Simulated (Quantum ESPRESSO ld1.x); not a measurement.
Results of a calculation; reference values are marked as such.
Species: Cd. Configuration: [Kr] 4d10 5p2 (not the ground configuration). Level of theory: Dirac Kohn-Sham, PW91, spin-unpolarised, spherical densities, point nucleus; open shells fill j = l - 1/2 first (ld1.x of Quantum ESPRESSO 7.5).

Spin-orbit splittings of the eigenvalues, e(l+1/2) - e(l-1/2), with zeta = 2 splitting/(2l+1) and mean radii in bohr:

shell  occ.  splitting (eV)  zeta (eV)  <r> j=l-1/2  <r> j=l+1/2
2p        6           192.5      128.4       0.1112       0.1164
3p        6           34.38      22.92       0.3494       0.3604
3d       10           6.987      2.795       0.3327       0.3362
4p        6           5.836      3.891       0.9388       0.9699
4d       10          0.7078     0.2831        1.261        1.280
5p        2          0.2498     0.1666        3.811        3.986
